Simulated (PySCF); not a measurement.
Species: 1,4-difluorobenzene, C6H4F2.
Atom-mapped SMILES: `[F:1][c:2]1[cH:3][cH:4][c:5]([F:6])[cH:7][cH:8]1`

Geometry (GFN2-xTB, Å), atoms numbered from 1 in this order:
```xyz
12
C6H4F2 angstrom
F     -2.684   -0.349   -0.070
C     -1.349   -0.175   -0.036
C     -0.529   -1.290   -0.016
C      0.842   -1.112    0.019
C      1.349    0.175    0.031
F      2.685    0.348    0.064
C      0.530    1.291    0.011
C     -0.842    1.113   -0.023
H     -0.965   -2.277   -0.027
H      1.513   -1.956    0.036
H      0.966    2.277    0.023
H     -1.514    1.956   -0.038
```

Probes without a nucleus sit at each ring's centroid and 1 Å off its mean plane on both sides; NICS is minus the shielding there, NICSzz its component along the normal. Level: GIAO PBE0/pcSseg-1 (PySCF, non-relativistic, gas phase) on the GFN2-xTB geometry, one conformer.

Ring bond lengths (Å), with Mayer bond orders in brackets: C2–C3 1.384 (1.43), C3–C4 1.383 (1.40), C4–C5 1.384 (1.43), C5–C7 1.384 (1.43), C7–C8 1.383 (1.40), C8–C2 1.384 (1.43).

Task: What do the NICS probes read (ppm)?

Result: 
| ring | type | NICS(0) | NICS(1), two faces | NICS(1)zz, two faces | rms pucker (Å) | centre to ring atoms, mean (Å) |
| --- | --- | --- | --- | --- | --- | --- |
| C2–C3–C4–C5–C7–C8 | 6-membered carbocycle; formal bonds all aromatic | -11.7 | -11.4 / -11.4 | -27.5 / -27.5 | 0.00 | 1.38 |

Task: What do they say, and how far can they be read as aromaticity?

Result: 
- C2–C3–C4–C5–C7–C8: mean NICS(1)zz -27.5 ppm, shielded. The ring is flat and has no four-coordinate atom; by the NICS criterion it is aromatic.

Task: How equal are the bonds by HOMA? Use HOMA with the parameters of Krygowski (1993).

Result: 
- C2–C3–C4–C5–C7–C8: HOMA 1.00 = 1 − EN − GEO, with mean bond length 1.384 Å, EN = α(Ropt − mean)² = 0.005 and GEO = α × variance = 0.000. The geometric and the magnetic index point the same way.

Task: At the second NICS(1) probe listed for ring C2–C3–C4–C5–C7–C8, 1 Å off the ring, what do the in-plane components average?

Result: The isotropic value is a third of the trace: (3 × -11.4 − (-27.5))/2 = -3.4 ppm.

Task: List the ring angles and the Hirshfeld charges of the ring atoms.

Result: 
- C2–C3–C4–C5–C7–C8: C2 122.2° (+0.084 e), C3 118.9° (-0.059 e), C4 118.9° (-0.059 e), C5 122.2° (+0.084 e), C7 118.9° (-0.059 e), C8 118.9° (-0.059 e); sum 720.0° against 720° for a flat convex ring.

Task: What are the shieldings of the ring atoms and their hydrogens in the same run (means over atoms taken as equivalent)?

Result: 
```json
{"atoms": "C2 (×2)", "environment": "aromatic C–F carbon", "σ isotropic (ppm)": "18.6", "principal values of the symmetric part, first atom (ppm)": "-65.8, 35.0, 86.6"}
{"atoms": "C3 (×4)", "environment": "aromatic CH carbon", "σ isotropic (ppm)": "64.3", "principal values of the symmetric part, first atom (ppm)": "-20.5, 45.7, 167.7"}
{"atoms": "H9 (×4)", "environment": "aromatic hydrogen", "σ isotropic (ppm)": "24.37", "principal values of the symmetric part, first atom (ppm)": "20.9, 25.1, 27.2"}
```
